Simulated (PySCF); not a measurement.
Isomers of C6H9BGeO, mass 181.996 u with the commonest isotopes. Method used: PBE0-D3(BJ)/def2-SVP geometry optimisation, gas phase (PySCF). One conformer each, none proved a minimum here; rigid rotors.

Question: Order these by rotational constant B, smallest first.
A. `[GeH3:1][O:2][C:3]1=[CH:4][CH:5]=[CH:6][BH:7][CH:8]=[CH:9]1` with Ge1–O2–C3–C4 4°
B. `[GeH3:1][O:2][B:3]1[CH:4]=[CH:5][CH:6]=[CH:7][CH:8]=[CH:9]1` with Ge1–O2–B3–C4 -2°
C. `[GeH3:1][O:2][C:3]1=[CH:4][BH:5][CH:6]=[CH:7][CH:8]=[CH:9]1` with Ge1–O2–C3–C4 0°

Answer: B (508.9 MHz), C (523.2 MHz), A (537.7 MHz).

Question: Order these by radius of gyration √(Σ m r²/M), smallest first.
A. `[GeH3:1][O:2][C:3]1=[CH:4][CH:5]=[CH:6][BH:7][CH:8]=[CH:9]1` with Ge1–O2–C3–C4 4°
B. `[GeH3:1][O:2][C:3]1=[CH:4][CH:5]=[CH:6][CH:7]=[CH:8][BH:9]1` with Ge1–O2–C3–C4 -179°
C. `[GeH3:1][O:2][B:3]1[CH:4]=[CH:5][CH:6]=[CH:7][CH:8]=[CH:9]1` with Ge1–O2–B3–C4 -2°

Answer: A (2.455 Å), B (2.480 Å), C (2.516 Å).

Question: Order these by rotational constant C, smallest first.
A. `[GeH3:1][O:2][B:3]1[CH:4]=[CH:5][CH:6]=[CH:7][CH:8]=[CH:9]1` with Ge1–O2–B3–C4 -2°
B. `[GeH3:1][O:2][C:3]1=[CH:4][CH:5]=[CH:6][BH:7][CH:8]=[CH:9]1` with Ge1–O2–C3–C4 4°
C. `[GeH3:1][O:2][C:3]1=[CH:4][CH:5]=[CH:6][CH:7]=[CH:8][BH:9]1` with Ge1–O2–C3–C4 -179°

Answer: A (440.0 MHz), C (452.7 MHz), B (462.0 MHz).

| SMILES | point group | Ia (u·Å²) | Ib (u·Å²) | Ic (u·Å²) | κ | μa (D) | μb (D) | μc (D) |
| --- | --- | --- | --- | --- | --- | --- | --- | --- |
| [GeH3][O]B1C=CC=CC=C1 | – | 161.93 | 993.04 | 1148.47 | -0.95 | 0.39 | 1.18 | 0.03 |
| [GeH3][O]C1=CC=CBC=C1 | near Cs | 160.73 | 939.85 | 1093.90 | -0.94 | 4.08 | 1.03 | 0.05 |
| [GeH3][O]C1=CBC=CC=C1 | Cs | 153.00 | 965.91 | 1112.38 | -0.95 | 1.52 | 1.44 | 0.01 |
| [GeH3][O]C1=CC=CC=CB1 | – | 159.05 | 964.02 | 1116.46 | -0.95 | 0.10 | 0.24 | 0.03 |
